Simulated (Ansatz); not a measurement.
AlFGeH$_{2}$O, SMILES `[F][GeH]1[O][AlH]1`, relaxed with RKS PBE0-D4/def2-TZVP in Ansatz 0.2.0 from a PBE-D4/def2-SVP geometry. The force threshold is 0.005 eV/Å; the program also tests the step.

The species carries charge 0 and has multiplicity 1.

Start:

```xyz
6

F    -2.083   -0.970    0.202
Ge   -0.904    0.273   -0.240
O     0.470    0.232    1.079
Al    1.382   -0.321   -0.292
H    -1.716    1.600   -0.101
H     2.850   -0.813   -0.648
```

(1) How much energy does the relaxation release, and in how many steps? (Estimate.)

(2) Which bonds change most? (Best estimate.)

(3) Give the relaxed structure. (An estimate is asked.)

## Answers

(1) Computed: 4.60 kJ/mol, in 7 steps, 1 of them rejected.

(2) The calculation gave: Ge2–O3 from 1.905 to 1.859 Å; O3–Al4 from 1.737 to 1.702 Å; Ge2–Al4 from 2.363 to 2.334 Å; F1–Ge2 from 1.769 to 1.747 Å.

(3) The calculation gave: 
```xyz
6

F    -2.060   -0.949    0.206
Ge   -0.889    0.273   -0.228
O     0.461    0.214    1.049
Al    1.367   -0.320   -0.289
H    -1.702    1.578   -0.104
H     2.824   -0.797   -0.635
```
